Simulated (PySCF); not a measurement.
## Two-dimensional NMR puzzle

Compound of formula C$_{3}$H$_{13}$NSi$_{3}$. Correlations simulated from computed shifts and the bond graph:

HSQC (one-bond C–H):
```tsv
δH	δC
3.54	54.8
2.26	23.3
1.49	23.3
```

COSY cross peaks (H two or three bonds apart, from the bond graph; peaks can be absent where the dihedral angle is near 90°):
```tsv
δH	δH
4.63	4.41
4.63	2.26
4.63	1.49
4.41	2.26
4.41	1.49
3.54	2.26
3.54	1.49
2.26	1.49
```

HMBC (two and three bonds, from the bond graph):
```tsv
δH	δC
4.72	54.8
4.63	54.8, 23.3
4.41	54.8, 23.3
3.54	23.3
2.26	54.8, 23.3
1.49	54.8, 23.3
```

- GFN2-xTB geometry
- NMR shieldings at PBE0/pcSseg-1/GIAO
- program: PySCF 2.14.0 with density-fitted response routines
- one conformer, fast rotation and ring inversion assumed for equivalent nuclei, no relativistic terms, no solvent model

Scale: TMS for 1H and 13C (reference shieldings calculated alike).

Exchangeable hydrogens are left out of these lists.

**Question.** Work out the connectivity.

**Answer.** `[SiH3]N([SiH3])C1C[SiH2]C1`.

Mapped SMILES: `[SiH3:1][N:2]([SiH3:3])[CH:4]1[CH2:5][SiH2:6][CH2:7]1`. Hydrogens are named by the atom that carries them. Ha(C5), Ha(Si6), Ha(C7) are cis to N2 on the ring; Hb(C5), Hb(Si6), Hb(C7) are trans to N2 on the ring.

1. δC 54.8 is C4, an sp3 CH bonded to N (δH 3.54).
2. δC 23.3 is C5/C7, an sp3 CH2 bonded to Si (δH 2.26, 1.49).
3. COSY links 4.63–4.41, 4.63–2.26, 4.63–1.49, 4.41–2.26, 4.41–1.49, 3.54–2.26.

The data come from this structure; uniqueness wasn't tested.

Shifts are as computed. Against solution values, carbons near 30 ppm lie about +3 ppm off and those near 130 ppm about +5 ppm. Of 1211 compounds with measured shifts, 218 miss one by over three times the rms of a fit or turn the order of signals round; such compounds aren't used in these exercises.
